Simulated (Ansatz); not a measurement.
Steps of a relaxation of B2ClF2HOSi, SMILES `FB(Cl)B1O[SiH]1F` with RKS PBE-D4/def2-SVP.

```sh
$ ansatz run in.yaml --threads 4 --pin off --events-out ev --progress --plain --max-ram 10444MiB
```

```yaml
crystal:
  periodic: [false, false, false]
  atoms:
    - {symbol: F, position_ang: [-1.976300, -2.249700, -0.349500]}
    - {symbol: B, position_ang: [-0.824500, -1.640700, 0.198500]}
    - {symbol: Cl, position_ang: [0.423700, -2.735300, 0.931100]}
    - {symbol: B, position_ang: [-0.498900, 0.008400, 0.142300]}
    - {symbol: O, position_ang: [-0.748200, 1.288100, -0.529000]}
    - {symbol: Si, position_ang: [0.840000, 1.409600, 0.010600]}
    - {symbol: F, position_ang: [1.892300, 1.256600, -1.315400]}
    - {symbol: H, position_ang: [0.984100, 2.605800, 0.855600]}
basis:
  gaussian: {orbitals: def2-SVP}
hamiltonian: {xc: pbe, dispersion: d4}
relax: {f_tol: 0.03, max_steps: 200}
```

Positions (Å) and forces (eV/Å) along the path, 16 of 16 steps:

```xyz
8
step=1 energy=-29221.9801 eV
F    -1.976   -2.250   -0.349    2.340    1.066    1.133
B    -0.825   -1.641    0.199   -2.032   -2.134   -0.606
Cl    0.424   -2.735    0.931   -0.990    0.772   -0.570
B    -0.499    0.008    0.142    1.183    2.960   -1.085
O    -0.748    1.288   -0.529   -2.081   -2.432    0.217
Si    0.840    1.410    0.011    2.078   -1.428   -0.352
F     1.892    1.257   -1.315   -0.868    0.666    1.390
H     0.984    2.606    0.856    0.369    0.530   -0.127
8
step=2 energy=-29222.5088 eV
F    -1.996   -2.237   -0.314    1.193    0.712    0.650
B    -0.869   -1.673    0.215   -0.963   -1.093   -0.472
Cl    0.326   -2.788    0.927   -0.426    0.303   -0.170
B    -0.400   -0.039    0.121    0.079    1.717   -0.798
O    -0.743    1.180   -0.529   -1.049   -1.805    0.346
Si    0.869    1.390    0.027    1.817   -0.050   -0.628
F     1.908    1.449   -1.299   -0.736    0.131    1.116
H     0.997    2.661    0.795    0.085    0.084   -0.043
8
step=3 energy=-29222.6294 eV
F    -2.066   -2.147   -0.161    0.915    0.426   -0.277
B    -0.805   -1.722    0.084   -1.010   -0.461    1.181
Cl    0.199   -2.883    0.984    0.035    0.114   -0.396
B    -0.275   -0.088    0.035    0.190   -0.685   -0.315
O    -0.754    1.033   -0.530   -0.473    0.541   -0.371
Si    0.898    1.413    0.018    1.039    0.227   -0.286
F     1.923    1.639   -1.271   -0.501   -0.053    0.485
H     0.972    2.699    0.786   -0.195   -0.110   -0.022
8
step=4 energy=-29222.7717 eV
F    -2.100   -2.012   -0.034    0.005   -0.063    0.057
B    -0.837   -1.699    0.236   -0.102    0.052   -0.090
Cl    0.212   -2.956    0.873    0.035   -0.109    0.028
B    -0.231   -0.123   -0.021   -0.270    0.018   -0.268
O    -0.671    0.967   -0.700    0.212   -0.268    0.393
Si    0.949    1.374    0.014    0.186    0.548   -0.403
F     1.948    1.761   -1.236   -0.039   -0.183    0.251
H     0.822    2.632    0.812   -0.028    0.005    0.033
8
step=5 energy=-29222.7996 eV
F    -2.131   -1.987    0.158   -0.079   -0.048    0.054
B    -0.839   -1.690    0.234    0.072   -0.014   -0.080
Cl    0.272   -2.980    0.704   -0.053    0.063   -0.051
B    -0.249   -0.112   -0.065   -0.013   -0.189    0.258
O    -0.652    0.965   -0.770   -0.013    0.117   -0.135
Si    0.909    1.413    0.026   -0.105   -0.228    0.162
F     2.051    1.644   -1.110    0.222    0.152   -0.192
H     0.730    2.690    0.766   -0.032    0.147   -0.015
8
step=6 energy=-29222.8248 eV
F    -2.157   -1.965    0.349    0.093    0.057   -0.026
B    -0.858   -1.696    0.241    0.106   -0.084    0.165
Cl    0.268   -3.041    0.515   -0.133    0.212   -0.125
B    -0.253   -0.114   -0.037   -0.261   -0.073   -0.175
O    -0.582    0.933   -0.834    0.147   -0.324    0.155
Si    0.909    1.413    0.065    0.160    0.339   -0.276
F     2.143    1.653   -0.996   -0.119   -0.120    0.165
H     0.623    2.760    0.642    0.008   -0.007    0.117
8
step=7 energy=-29222.8235 eV rejected
F    -2.172   -1.941    0.489    0.588    0.074    0.060
B    -0.871   -1.681    0.305    0.034   -0.450   -0.215
Cl    0.274   -3.074    0.321   -0.537    0.646    0.027
B    -0.260   -0.109   -0.012   -0.232   -0.081   -0.118
O    -0.526    0.874   -0.913    0.292   -0.269    0.352
Si    0.890    1.435    0.079    0.168    0.431   -0.422
F     2.216    1.620   -0.891   -0.391   -0.121    0.336
H     0.539    2.820    0.565    0.078   -0.230   -0.020
8
step=8 energy=-29222.8495 eV
F    -2.158   -1.949    0.435    0.018    0.008    0.032
B    -0.868   -1.683    0.263    0.181   -0.090    0.038
Cl    0.277   -3.030    0.418   -0.145    0.157   -0.067
B    -0.261   -0.115   -0.035   -0.103   -0.109    0.001
O    -0.550    0.894   -0.887    0.111   -0.009    0.001
Si    0.893    1.425    0.060   -0.008    0.079   -0.091
F     2.179    1.627   -0.936   -0.063   -0.042    0.073
H     0.582    2.773    0.626    0.008    0.007    0.015
8
step=9 energy=-29222.8647 eV
F    -2.156   -1.942    0.524    0.088    0.000    0.025
B    -0.877   -1.674    0.275    0.127   -0.110    0.041
Cl    0.279   -3.019    0.318   -0.159    0.122   -0.042
B    -0.271   -0.114   -0.028   -0.083   -0.071   -0.009
O    -0.512    0.865   -0.930    0.091    0.047   -0.006
Si    0.877    1.432    0.068   -0.023    0.062   -0.068
F     2.208    1.600   -0.873   -0.057   -0.026    0.078
H     0.544    2.795    0.589    0.016   -0.024   -0.018
8
step=10 energy=-29222.8803 eV
F    -2.141   -1.934    0.650    0.290    0.004   -0.001
B    -0.883   -1.664    0.299   -0.027   -0.212   -0.027
Cl    0.270   -3.014    0.171   -0.244    0.200    0.028
B    -0.285   -0.110   -0.020   -0.046    0.076   -0.104
O    -0.457    0.829   -0.987    0.080   -0.051    0.131
Si    0.850    1.446    0.079    0.057    0.030   -0.121
F     2.248    1.559   -0.774   -0.141    0.003    0.139
H     0.491    2.830    0.527    0.031   -0.049   -0.046
8
step=11 energy=-29222.8861 eV
F    -2.109   -1.924    0.783    0.590    0.057   -0.262
B    -0.887   -1.664    0.284   -0.397   -0.072    0.374
Cl    0.242   -3.009    0.071   -0.134    0.025   -0.025
B    -0.294   -0.111   -0.036   -0.104    0.147   -0.323
O    -0.417    0.807   -1.039    0.147   -0.102    0.305
Si    0.827    1.454    0.083    0.178    0.002   -0.225
F     2.284    1.539   -0.682   -0.329    0.015    0.211
H     0.447    2.849    0.481    0.049   -0.072   -0.054
8
step=12 energy=-29222.8865 eV
F    -2.031   -1.940    0.917    0.012    0.069    0.021
B    -0.886   -1.669    0.298    0.082    0.130   -0.126
Cl    0.186   -3.027   -0.065   -0.003    0.046   -0.006
B    -0.323   -0.105   -0.085   -0.029   -0.453    0.673
O    -0.391    0.822   -1.046   -0.176    0.199   -0.820
Si    0.802    1.465    0.108    0.187    0.037    0.242
F     2.310    1.507   -0.527   -0.023   -0.020   -0.072
H     0.425    2.890    0.346   -0.050   -0.009    0.087
8
step=13 energy=-29222.9033 eV
F    -2.003   -1.876    0.967   -0.066   -0.011    0.033
B    -0.877   -1.656    0.296   -0.117   -0.112    0.072
Cl    0.124   -3.058   -0.090    0.043    0.038   -0.034
B    -0.313   -0.117   -0.086    0.282    0.124   -0.160
O    -0.318    0.765   -1.116   -0.085   -0.035    0.074
Si    0.802    1.454    0.100   -0.006    0.108   -0.035
F     2.309    1.575   -0.530   -0.048   -0.078    0.056
H     0.369    2.855    0.403   -0.004   -0.034   -0.006
8
step=14 energy=-29222.9094 eV
F    -2.006   -1.884    0.976   -0.007   -0.007    0.007
B    -0.882   -1.655    0.304    0.006    0.009   -0.013
Cl    0.132   -3.042   -0.109   -0.005    0.006    0.000
B    -0.298   -0.117   -0.084    0.040   -0.006    0.029
O    -0.328    0.766   -1.112   -0.019    0.019   -0.041
Si    0.797    1.465    0.093    0.004   -0.064    0.030
F     2.314    1.549   -0.513   -0.024    0.009    0.004
H     0.364    2.862    0.390    0.006    0.035   -0.016
8
step=15 energy=-29222.9098 eV
F    -2.004   -1.886    0.980    0.018    0.002   -0.008
B    -0.882   -1.656    0.305   -0.013    0.001    0.002
Cl    0.129   -3.042   -0.118   -0.002   -0.006   -0.001
B    -0.296   -0.118   -0.081   -0.007    0.020   -0.010
O    -0.328    0.766   -1.109   -0.005   -0.033    0.009
Si    0.795    1.464    0.099    0.012    0.012   -0.005
F     2.313    1.548   -0.506   -0.003   -0.004    0.004
H     0.365    2.867    0.377    0.000    0.008    0.008
8
step=16 energy=-29222.9098 eV
F    -2.001   -1.885    0.984   -0.008   -0.004    0.006
B    -0.882   -1.656    0.305    0.014   -0.004   -0.010
Cl    0.126   -3.043   -0.123   -0.006    0.004    0.002
B    -0.296   -0.118   -0.081   -0.002    0.012   -0.005
O    -0.325    0.763   -1.111    0.000   -0.012    0.006
Si    0.794    1.465    0.098    0.005    0.007   -0.002
F     2.313    1.547   -0.502   -0.005   -0.001    0.002
H     0.363    2.869    0.375    0.001   -0.001    0.000
```

Run time 24 s (4 threads of an Arm Neoverse V1 on a shared host); peak host memory 0.19 GiB.
